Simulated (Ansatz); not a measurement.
Reactions of `[GeH3][CH2]N1C=C1`.

Program: Ansatz. Geometries: PBE0-D4/def2-TZVP. ΔE: electronic, gas phase. CCSD(T)/CBS is the MP2 limit (def2-TZVPP, def2-QZVPP) plus CCSD(T) − MP2 in def2-TZVPP, frozen cores. This one scheme is used for every species, atoms too. Functionals use def2-TZVPP. No spin–orbit coupling; open shells (•) take unrestricted orbitals. Spin–orbit coupling would lower the free atoms: a little for C; clearly for Ge. For Ge outer-core shells are correlated without core-valence functions, so the limit isn't a true one: a few kJ/mol of doubt a bond, and 10 to 20 or more in all where bonds break to atoms. Scalar relativity is left out up to krypton. One conformer a species, not always the lowest.

| reaction | PBE-D4 (kJ/mol) |
| --- | --- |
| `[GeH3][CH2]N1C=C1` → `[CH]1=NC[CH2][GeH2]1` | -322 |
| `[GeH3][CH2]N1C=C1` → `C[CH]([GeH3])C#N` | -333 |
| `[GeH3][CH2]N1C=C1` + `[CH3][AlH][SH]` → `[CH3][AlH][S][GeH3]` + `CN1C=C1` | -68 |
| `[GeH3][CH2]N1C=C1` + `NC1=C[SiH2]1` → `[GeH3][NH]C1=C[SiH2]1` + `CN1C=C1` | -22 |
| `[GeH3][CH2]N1C=C1` → `C=[C]1[CH2][GeH]1[NH2]` | -223 |
| `[GeH3][CH2]N1C=C1` + `[NH2][GeH2][F]` → `[F][GeH2][NH][GeH3]` + `CN1C=C1` | -19 |
| `[GeH3][CH2]N1C=C1` → 3 C• + Ge• + 7 H• + N• | 4318 |
| `[GeH3][CH2]N1C=C1` + HCl → `Cl[CH2][GeH3]` + `C1=CN1` | 9 |
| `[GeH3][CH2]N1C=C1` + H₂ → `CN1C=C1` + GeH₄ | -38 |
| `[GeH3][CH2]N1C=C1` + `BN` → `B[NH][GeH3]` + `CN1C=C1` | -10 |

Q: Give the CCSD(T)/CBS values in the same order. (An estimate is asked.)

A: Computed: -328, -356, -66, -28, -232, -25, 4199, 10, -36, -16 kJ/mol.

Largest T1 diagnostic: 0.013, for `NC1=C[SiH2]1`.
